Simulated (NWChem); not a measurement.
SnH3O2Br; SMILES [SnH]([OH])([OH])[Br]

```xyz
7

Sn    -0.0068     0.7122     0.2594
O     -1.5430     1.5264    -0.6598
O      1.6470     1.3351    -0.6189
Br    -0.0291    -1.7624    -0.0575
H     -0.1117     1.1590     1.8921
H     -1.5026     1.4244    -1.6184
H      2.1420     0.5998    -1.0015
```
Atoms are numbered in this order, from 1.

All runs: NWChem. The geometry was optimised at PBE0/def2-SVP. def2 effective core potentials on Sn; no spin-orbit coupling.

What does the run give for Hartree-Fock/def2-SVP (core potentials)? Quantities: highest occupied level (eV); orbital gap (eV); dipole (D).


```json
{
  "highest occupied level (eV)": "-11.69",
  "orbital gap (eV)": "13.91",
  "dipole (D)": "0.93"
}
```
